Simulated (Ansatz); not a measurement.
SiH6ClOF, singlet: a relaxation.

in.yaml

```yaml
crystal:
  periodic: [false, false, false]
  atoms:
    - {symbol: Si, position_ang: [-0.814492, 0.520554, -0.799863]}
    - {symbol: H, position_ang: [0.386044, -0.589305, -0.925183]}
    - {symbol: H, position_ang: [-1.473693, -0.315937, -1.856662]}
    - {symbol: H, position_ang: [-1.209336, 1.877674, -1.245422]}
    - {symbol: Cl, position_ang: [0.875554, 1.683394, 0.349578]}
    - {symbol: H, position_ang: [0.496033, -1.274131, 1.671315]}
    - {symbol: F, position_ang: [-1.532690, 0.030929, 0.556738]}
    - {symbol: H, position_ang: [0.739608, -0.910095, -0.003099]}
    - {symbol: O, position_ang: [1.217109, -1.015344, 1.079396]}
    - {symbol: H, position_ang: [1.315861, -0.007738, 1.173102]}
basis:
  gaussian: {orbitals: def2-TZVP}
hamiltonian: {xc: lda}
relax: {f_tol: 0.01, max_steps: 60, escape_saddle: true}
```

Run by:

```bash
ansatz run in.yaml --threads 4 --pin off --events-out ev --progress --plain --max-ram 9574MiB
```

The run's output (Ansatz 0.2.0):

```
Error: invalid value for `relax.escape_saddle`: a Gaussian basis doesn't support `true`; leave it out, and run phonons on the result
```

The run took about 0.05 s on 4 CPU threads of an Arm Neoverse V1 (shared host).


The program refused the input.